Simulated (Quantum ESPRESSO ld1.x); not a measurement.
Task: All-electron atom: Os53+ in [Ar] 3d5. Method: scalar-relativistic Kohn-Sham, relativistic LDA (MacDonald-Vosko exchange, VWN5 correlation), spin-unpolarised, spherical densities, point nucleus; computed with ld1.x of Quantum ESPRESSO 7.5. Some entries of the table are withheld. Estimate them.

orbital  occ.  eigenvalue (hartree)  <r^2> (bohr^2)
1s          2              -2821.63             (1)
2s          2              -592.568        0.006617
2p          6              -532.977        0.005485
3s          2              -219.621         0.03953
3p          6              -201.973         0.03935
3d          5              -184.531             (2)
4s          0                   (3)          0.1437
4p          0              -105.238          0.1492

Result: 
(1) 1s <r^2> (bohr^2): 0.0004368
(2) 3d <r^2> (bohr^2): 0.03127
(3) 4s eigenvalue (hartree): -112.219
